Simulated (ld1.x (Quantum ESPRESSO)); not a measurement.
## Building the TM potential for sulfur (S) (PBE, scalar-relativistic).

sulfur (S), norm-conserving Troullier–Martins (Kleinman–Bylander form), made with ld1.x (Quantum ESPRESSO) 7.5 (PBE, scalar-relativistic). Core [Ne], reference 3s2 3p4. Waves: 3p (bound): rc 1.20 bohr; 3s (bound): rc 1.10 bohr. Local part: the s channel. Core correction: a·sin(br)/r model core inside 0.90 bohr.

* Cutoffs needed: 80 Ry and 160 Ry (the cutoffs (Ry, on a coarse ladder) from which the occupation-weighted sum of valence levels, in a spherical-Bessel basis at the reference potential, stays within 10 and 1 mRy of its value at 400 Ry)
* Ghost test: no extra level below or beside the all-electron valence levels (p, s, d, f tested) (spherical-Bessel basis up to 400 Ry, 20 bohr box)
* Largest excitation error: +89 meV (all-electron minus pseudo) for 3s2 3p1, out of 7 test configurations
